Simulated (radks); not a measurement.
Results of a calculation; reference values are marked as such.
Effect of the nuclear size on the promethium ion Pm+, [Xe] 4f5 6s1. Code: a radial shooting solver on a logarithmic mesh with Libxc functionals. Model: Dirac Kohn-Sham, BLYP, spin-unpolarised, spherical densities, finite nucleus; open shells are shared between the two j in proportion to 2j + 1; Fermi nuclear charge, rms radius 4.962 fm. The rms radius is varied about that value; shifts are against it.

| rms radius (fm) | total energy shift (eV) | density at nucleus (e/bohr^3) | 1s1/2 shift (meV) | 2s1/2 shift (meV) | 5s1/2 shift (meV) | 5p1/2 shift (meV) | 6s1/2 shift (meV) | 4f7/2 shift (meV) | 6p1/2 (empty) shift (meV) |
|---|---|---|---|---|---|---|---|---|---|
| 4.3814 | -3.22 | 5.072e+05 | -1330 | -167 | -1.27 | 0.112 | -0.122 | 0.211 | 0.032 |
| 4.4757 | -2.72 | 5.048e+05 | -1120 | -141 | -1.07 | 0.095 | -0.103 | 0.179 | 0.027 |
| 4.962 | 0 | 4.929e+05 | 0.000 | 0.000 | 0.000 | 0.000 | 0.000 | 0.000 | 0.000 |
| 5.3738 | 2.47 | 4.839e+05 | 1020 | 128 | 0.975 | -0.086 | 0.093 | -0.162 | -0.025 |
| 5.9643 | 6.27 | 4.724e+05 | 2600 | 326 | 2.48 | -0.218 | 0.237 | -0.412 | -0.062 |

Slopes of the eigenvalues against <r^2> in GHz/fm^2, as finite differences over the two radii next to the reference (eigenvalue slopes, not the field-shift constants of lines): 1s1/2 58700, 2s1/2 7370, 5s1/2 56.0, 5p1/2 -4.94, 6s1/2 5.36, 4f7/2 -9.31, 6p1/2 (empty) -1.41.
